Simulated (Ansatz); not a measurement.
`[NH2][Ga]([Cl])[Cl]` + CH₃NH₂ → `C[NH][Ga]([Cl])[Cl]` + NH₃ at 600 K and 1 bar (ligand exchange at a Ga–N bond).

Program: Ansatz. Geometries: PBE0-D4/def2-TZVP. ΔE: electronic, gas phase. CBS: MP2 limit from def2 TZ/QZ plus the TZ coupled-cluster correction, frozen cores. This one scheme is used for every species. For Ga outer-core shells are correlated without core-valence functions, which leaves a few kJ/mol of doubt a bond. Scalar relativity is left out up to krypton. One conformer a species, not always the lowest.

```json
{"species": "`[NH2][Ga]([Cl])[Cl]`", "CCSD(T)/CBS energy (Eh)": "-2899.54184", "H − E (kJ/mol)": "122.6", "S (J/(mol·K))": "418.0"}
{"species": "CH₃NH₂", "CCSD(T)/CBS energy (Eh)": "-95.75281", "H − E (kJ/mol)": "199.3", "S (J/(mol·K))": "283.8"}
{"species": "`C[NH][Ga]([Cl])[Cl]`", "CCSD(T)/CBS energy (Eh)": "-2938.78787", "H − E (kJ/mol)": "209.9", "S (J/(mol·K))": "463.6"}
{"species": "NH₃", "CCSD(T)/CBS energy (Eh)": "-56.50880", "H − E (kJ/mol)": "112.4", "S (J/(mol·K))": "219.5"}
```

H − E and S are ideal-gas, rigid-rotor, harmonic terms from PBE0-D4/def2-TZVP, for one conformer and one mirror image of each species. 1 Eh = 2625.50 kJ/mol, R = 8.31446 J/(mol·K).

By hand: ΔE, ΔH, ΔS and ΔG.

ΔE = (-2938.78787) + (-56.50880) − (-2899.54184) − (-95.75281) = -0.00202 Eh = -5.3 kJ/mol. Δ(H − E) = 209.9 + 112.4 − 122.6 − 199.3 = 0.4, so ΔH = -4.9 kJ/mol. ΔS = 463.6 + 219.5 − 418.0 − 283.8 = -18.7 J/(mol·K). ΔG = -4.9 − 600 × (-18.7)/1000 = 6.3 kJ/mol.

By hand: the equilibrium constant, and the temperature at which ΔG would vanish if ΔH and ΔS stayed fixed.

log₁₀ K = −ΔG/(RT ln 10) = -0.5. ΔG = 0 at ΔH/ΔS = 262 K, though so small a ΔH makes that figure unsure.

TΔS isn't small against ΔH here. A doubt of 5 kJ/mol in ΔE shifts log₁₀ K by 0.4 here. Other conformers and mirror images would add mixing entropy, several J/(mol·K) or more a flexible species. Modes under 60 cm⁻¹, often nearly free rotors, make the harmonic entropy too high. These are equilibria of isolated gas molecules and say nothing of rates. Largest T1 diagnostic: 0.012 (customary marks: 0.02 for closed shells, 0.045 for open ones).
